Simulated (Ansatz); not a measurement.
Reaction (hydrogenolysis of the Al–C bond): `C=[CH][AlH][F]` + H₂ → `[F][AlH2]` + `C=C`

Computed with Ansatz on PBE0-D4/def2-TZVP structures; ΔE is electronic, products minus reactants. CCSD(T)/CBS adds triple-zeta CCSD(T) − MP2 to the extrapolated MP2 energy (def2 sets, frozen cores). This one scheme is used for every species. DFT in def2-TZVPP. B3LYP here is the variant with VWN-RPA as its local correlation; programs differ in this. Each species was taken in one conformer, which may not be the lowest.

`C=[CH][AlH][F]`:

Cartesian coordinates in Å:
```
C -0.955 -0.849 -0.534
C 0.244 -0.265 -0.615
Al 0.764 0.924 0.808
F 2.233 1.677 0.775
H -1.628 -0.667 0.303
H -1.332 -1.535 -1.290
H 0.859 -0.498 -1.482
H -0.185 1.213 2.035
```

H₂:

Z-matrix (Å, degrees):
```
H
H 1 0.746
```

`[F][AlH2]`:

Cartesian coordinates in Å:
```
F 1.422 -0.435 -0.575
Al -0.049 0.016 0.020
H -1.182 0.320 -1.032
H -0.191 0.100 1.587
```

`C=C`:

```xyz
6

C     0.414   -0.191    0.479
C    -0.414    0.191   -0.479
H     1.437   -0.483    0.266
H     0.104   -0.230    1.518
H    -1.437    0.483   -0.266
H    -0.104    0.230   -1.518
```

| level | ΔE (kJ/mol) |
| --- | --- |
| LDA (SPW92) | -3.8 |
| revPBE | -8.7 |
| B3LYP | -14.0 |
| r2SCANh | -4.4 |

Q: What does CCSD(T)/CBS give? (Estimate.)

A: The calculation gave: -6.2 kJ/mol. The listed levels differ from it by 2.4, -2.5, -7.8, 1.8 kJ/mol.

Largest T1 diagnostic among the species: 0.012.

From BLYP to BHLYP (50 % exact exchange), in def2-TZVPP and without D4, ΔE moves by −5.7 kJ/mol. In def2-TZVPP, CCSD(T) changes the Hartree–Fock value by +20.9 kJ/mol (the triples alone add +4.7 kJ/mol) and MP2 by +26.7 kJ/mol.
